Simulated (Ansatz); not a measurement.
**Which isomer of C3H11OSi+ gives these data?**

These gas-phase data were calculated for one isomer of C3H11OSi+ at PBE0-D3(BJ)/def2-SVP (harmonic, unscaled wavenumbers; equilibrium rotational constants with average atomic masses):

```
rotational constants            : 4.945, 2.617, 1.933 GHz
all wavenumbers above 1500 cm⁻¹ : 3800, 3235, 3228, 3179, 3179, 3159, 3157, 3097, 3060, 3059, 2307
```

Candidates:

(1) `CC[OH+][SiH2]C`, a singlet
(2) `C[OH+][SiH](C)C`, a singlet

Q: Which candidate do the data belong to?

A: Candidate (2). 1 mode lies between 2000 and 2380 cm⁻¹, one for each Si–H bond, while (1) has 2.

The same quantities for all candidates:

|  | rotational constants (GHz) | wavenumbers above 1500 cm⁻¹ | E above the lowest, PBE0-D3(BJ)/def2-SVP (kcal/mol) |
| --- | --- | --- | --- |
| (1) | 9.152, 1.702, 1.559 | 3784, 3197, 3184, 3182, 3166, 3161, 3116, 3069, 3060, 2329, 2306 | 8.8 |
| (2) | 4.945, 2.617, 1.933 | 3800, 3235, 3228, 3179, 3179, 3159, 3157, 3097, 3060, 3059, 2307 | 0.0 |

Each candidate is one conformer. Programs: Ansatz 0.2.0.
